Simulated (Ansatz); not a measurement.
Cost and result for the atomization energy of C$_{2}$H$_{4}$BrFSi, SMILES `F[Si]1(Br)CC1` (9 atoms, 9 bonds).

```xyz
9

F     0.871    1.778   -1.248
Si    0.315    0.332   -0.900
Br    0.330   -0.887   -2.718
C    -0.916    0.112    0.403
C     0.567   -0.376    0.743
H    -1.259    0.965    0.983
H    -1.662   -0.673    0.342
H     0.685   -1.447    0.878
H     1.070    0.197    1.517
```

Charge 0, multiplicity 1. Correlated methods include outer-core shells of Br, which these sets cover unevenly. Scalar relativity is left out up to krypton. The geometry is a stationary point of PBE0-D4/def2-TZVP. Program: Ansatz. All runs use 4 threads of an Intel Xeon Platinum 8259CL on a shared host. Times are those of one run each, without the atoms' runs, and a repeat can differ threefold. Electronic energies, without spin–orbit coupling; frozen cores. CCSD(T)/CBS adds CCSD(T) − MP2 in def2-TZVPP to the MP2 limit, and its time is that of the two runs behind it. T1 = 0.009. With those shells the extrapolation isn't a true limit. B3LYP takes the VWN-RPA correlation (the form of Gaussian; ORCA's B3LYP/G).

CCSD(T)/CBS is a level of theory with its own doubt, some kJ/mol a heavy atom from the limit and from the frozen cores, so smaller differences don't rank the functionals.

| level | functions | wall time |
| --- | --- | --- |
| PBE-D4/def2-TZVPP (with forces) | 239 | 3.1 s |
| PBE0-D4/def2-TZVPP | 239 | 4.5 s |
| r2SCAN-D4/def2-TZVPP (with forces) | 239 | 5.5 s |
| B3LYP-D4/def2-TZVPP (with forces) | 239 | 7 s |
| B2PLYP/def2-TZVPP | 239 | 8 s |
| ωB97X-V/def2-TZVPP | 239 | 9.5 s |
| ωB97M-V/def2-TZVPP (with forces) | 239 | 14 s |
| MP2/def2-QZVPP | 450 | 25 s |
| CCSD(T)/def2-TZVPP | 239 | 2.2 min |
| CCSD(T)/CBS(def2) | – | 2.6 min |

(1) What atomization energy does each give, and how far from CCSD(T)/CBS? (Estimate.)

## Answers

(1) Computed: 
| level | atomization (kJ/mol) | difference from CCSD(T)/CBS | per bond |
| --- | --- | --- | --- |
| PBE-D4/def2-TZVPP (with forces) | 3515.2 | 62.8 | 7.0 |
| PBE0-D4/def2-TZVPP | 3459.8 | 7.4 | 0.8 |
| r2SCAN-D4/def2-TZVPP (with forces) | 3468.1 | 15.7 | 1.7 |
| B3LYP-D4/def2-TZVPP (with forces) | 3421.3 | -31.1 | -3.5 |
| B2PLYP/def2-TZVPP | 3398.9 | -53.5 | -5.9 |
| ωB97X-V/def2-TZVPP | 3454.1 | 1.7 | 0.2 |
| ωB97M-V/def2-TZVPP (with forces) | 3450.9 | -1.5 | -0.2 |
| MP2/def2-QZVPP | 3501.4 | 49.0 | 5.4 |
| CCSD(T)/def2-TZVPP | 3353.5 | -98.9 | -11.0 |
| CCSD(T)/CBS(def2) | 3452.4 | 0.0 | 0.0 |

In def2-TZVPP, CCSD(T) changes the Hartree–Fock value by +812.4 kJ/mol (the triples alone add +55.2 kJ/mol) and MP2 by +901.5 kJ/mol; breaking electron pairs costs correlation energy, which Hartree–Fock lacks. From PBE to PBE0 (25 % exact exchange), in def2-TZVPP and without D4, the atomization energy moves by −52.1 kJ/mol: exact exchange takes away binding that semilocal exchange gives to molecules. The D4 term adds +34.9 kJ/mol with B3LYP and +18.2 kJ/mol with PBE0; it sums over pairs of atoms, weighted by their polarisabilities, and B3LYP, whose exchange is more repulsive, gets the larger term.
